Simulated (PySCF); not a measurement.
# Correlation energy of B (boron, neutral)

[He] 2s2 2p1, 2P determinant. All numbers are calculated (PySCF 2.14, scalar relativity by spin-free X2C-1e, in x2c-QZVPPall (7s4p3d2f1g, 57 functions)). Frozen: nothing; 5 electrons correlated.

```json
{"level": "CCSD", "correlation energy (mhartree)": "-85.64"}
{"level": "(T)", "correlation energy (mhartree)": "-1.72"}
{"level": "CCSD(T)", "correlation energy (mhartree)": "-87.36"}
```

Diagnostics: T1 = 0.011, D1 = 0.0276, largest double amplitude 0.091.

Cost of the coupled-cluster step: of the order of 8 core-seconds, for 5 correlated electrons.

This basis was not built for core-valence correlation, so the inner-shell part is incomplete.
